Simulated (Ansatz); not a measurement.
```yaml
crystal:
  periodic: [false, false, false]
  atoms:
    - {symbol: C, position_ang: [0.840108, -1.367553, -0.063378]}
    - {symbol: N, position_ang: [0.400958, -0.023709, 0.026027]}
    - {symbol: W, position_ang: [-0.789014, 1.239131, 0.055296]}
    - {symbol: O, position_ang: [-2.304997, 0.496187, -0.115781]}
    - {symbol: Cl, position_ang: [-0.393091, 2.585703, -1.733256]}
    - {symbol: Cl, position_ang: [-0.660673, 2.245539, 2.089895]}
    - {symbol: H, position_ang: [-0.002034, -2.057297, -0.184400]}
    - {symbol: H, position_ang: [1.392427, -1.637657, 0.841940]}
    - {symbol: H, position_ang: [1.516328, -1.480336, -0.916342]}
basis:
  gaussian: {orbitals: def2-mTZVPP, point_charges: [{charge: 2.00, position_ang: [5.118, 0.335, 0.171]}]}
total_charge: 3
magnetization: {spin_polarized: true, initial_magnetization: 1}
hamiltonian: {xc: {name: PBE}, dispersion: d4}
scf: {lower_state_search: off}
```

```sh
$ ansatz run in.yaml --threads 4 --pin off --events-out ev --progress --plain --max-ram 11315MiB
```

Output, abridged:

```
Functional definition: PBE
1529 factors; their error is unknown
mean field evaluation 1: about -31313.1536 eV, gradient 1.5e2 eV
mean field evaluation 2: about -29236.0652 eV, gradient 4.5e2 eV
mean field evaluation 4: about -31360.9020 eV, gradient 1.1e2 eV
mean field evaluation 8: about -31367.8993 eV, gradient 1.0e2 eV
mean field evaluation 16: about -31426.0142 eV, gradient 2.9e-1 eV
mean field -31426.03242267 eV, -1154.8853902034 hartree, gradient 1.9e-6 eV, S^2 1.649916; 0 other end points of the search recorded, 0 dependent functions left out
reference -31426.03245885 eV, -1154.8853915327 hartree; 35, 34 occupied and 137, 138 virtual orbitals, 1529 factors
Total energy: -31426.25856361 eV, -1154.8937007297 hartree
Checks for a lower state left out: stability, starts, cluster_reference, orbital_swaps, neighbouring_geometries, increment
```

Task: Something in this input is off. What?

Result: The charge is far from anything that the molecule holds. The run converged. The result belongs to that input, not to the molecule as meant.
